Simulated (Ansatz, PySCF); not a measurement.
Two conformers of C5H12 (SMILES CCCCC), B3LYP-D3(BJ)/def2-TZVP minima.
Conformer 1 (charge 0, multiplicity 1):
```json
[
 {"atom": "C", "x (Å)": "2.5214", "y (Å)": "0.3603", "z (Å)": "0.3454"},
 {"atom": "C", "x (Å)": "1.2537", "y (Å)": "0.2590", "z (Å)": "-0.4979"},
 {"atom": "C", "x (Å)": "0.0045", "y (Å)": "-0.0327", "z (Å)": "0.3297"},
 {"atom": "C", "x (Å)": "-1.2706", "y (Å)": "-0.1354", "z (Å)": "-0.5033"},
 {"atom": "C", "x (Å)": "-2.5121", "y (Å)": "-0.4279", "z (Å)": "0.3343"},
 {"atom": "H", "x (Å)": "2.4376", "y (Å)": "1.1596", "z (Å)": "1.0859"},
 {"atom": "H", "x (Å)": "2.7087", "y (Å)": "-0.5706", "z (Å)": "0.8862"},
 {"atom": "H", "x (Å)": "3.3977", "y (Å)": "0.5688", "z (Å)": "-0.2712"},
 {"atom": "H", "x (Å)": "1.3766", "y (Å)": "-0.5258", "z (Å)": "-1.2514"},
 {"atom": "H", "x (Å)": "1.1072", "y (Å)": "1.1916", "z (Å)": "-1.0527"},
 {"atom": "H", "x (Å)": "-0.1198", "y (Å)": "0.7518", "z (Å)": "1.0852"},
 {"atom": "H", "x (Å)": "0.1492", "y (Å)": "-0.9663", "z (Å)": "0.8855"},
 {"atom": "H", "x (Å)": "-1.1447", "y (Å)": "-0.9191", "z (Å)": "-1.2577"},
 {"atom": "H", "x (Å)": "-1.4139", "y (Å)": "0.7981", "z (Å)": "-1.0573"},
 {"atom": "H", "x (Å)": "-2.4083", "y (Å)": "-1.3727", "z (Å)": "0.8736"},
 {"atom": "H", "x (Å)": "-2.6794", "y (Å)": "0.3572", "z (Å)": "1.0758"},
 {"atom": "H", "x (Å)": "-3.4077", "y (Å)": "-0.4958", "z (Å)": "-0.2860"}
]
```
Conformer 2 (charge 0, multiplicity 1):
```csv
atom,x (Å),y (Å),z (Å)
C,1.7535,-0.8128,0.7796
C,1.0661,-0.2408,-0.4582
C,0.1851,0.9797,-0.1734
C,-0.9714,0.7418,0.8025
C,-1.9674,-0.3187,0.3384
H,1.0319,-1.2024,1.4999
H,2.4252,-1.6311,0.5139
H,2.3457,-0.0474,1.2880
H,1.8267,0.0470,-1.1897
H,0.4712,-1.0227,-0.9385
H,-0.2244,1.3461,-1.1207
H,0.8160,1.7844,0.2188
H,-1.4986,1.6889,0.9487
H,-0.5765,0.4658,1.7842
H,-2.8086,-0.3977,1.0294
H,-1.5059,-1.3055,0.2705
H,-2.3687,-0.0743,-0.6486
```

No zero-point or thermal terms.

Cores are frozen in the correlated methods. Rows in 6-31G* carry no dispersion term and start afresh at each structure (6-31G* with six Cartesian d functions).

Programs: Ansatz (a first-principles code) with Gaussian orbitals; PySCF for 6-31G* rows, M06-2X, the dispersion terms. Values without a source in brackets are computed.

```json
[
 {"level": "PBE-D4/def2-TZVPP", "electronic energy of conformer 2 less that of conformer 1 (kcal/mol)": "0.95"},
 {"level": "BLYP-D3(BJ)/def2-TZVPP", "electronic energy of conformer 2 less that of conformer 1 (kcal/mol)": "0.90"},
 {"level": "BLYP-D4/def2-TZVPP", "electronic energy of conformer 2 less that of conformer 1 (kcal/mol)": "0.78"},
 {"level": "BP86/6-31G*", "electronic energy of conformer 2 less that of conformer 1 (kcal/mol)": "1.63"},
 {"level": "revPBE/def2-TZVPP", "electronic energy of conformer 2 less that of conformer 1 (kcal/mol)": "2.01"},
 {"level": "revPBE-D3(BJ)/def2-TZVPP", "electronic energy of conformer 2 less that of conformer 1 (kcal/mol)": "0.88"},
 {"level": "M06-2X/def2-TZVPP", "electronic energy of conformer 2 less that of conformer 1 (kcal/mol)": "0.69"},
 {"level": "B2PLYP/def2-TZVPP", "electronic energy of conformer 2 less that of conformer 1 (kcal/mol)": "(withheld)"},
 {"level": "B2PLYP-D3(BJ)/def2-TZVPP", "electronic energy of conformer 2 less that of conformer 1 (kcal/mol)": "0.98"}
]
```

Complete the blanks.


- B2PLYP/def2-TZVPP, electronic energy of conformer 2 less that of conformer 1 (kcal/mol): 1.40
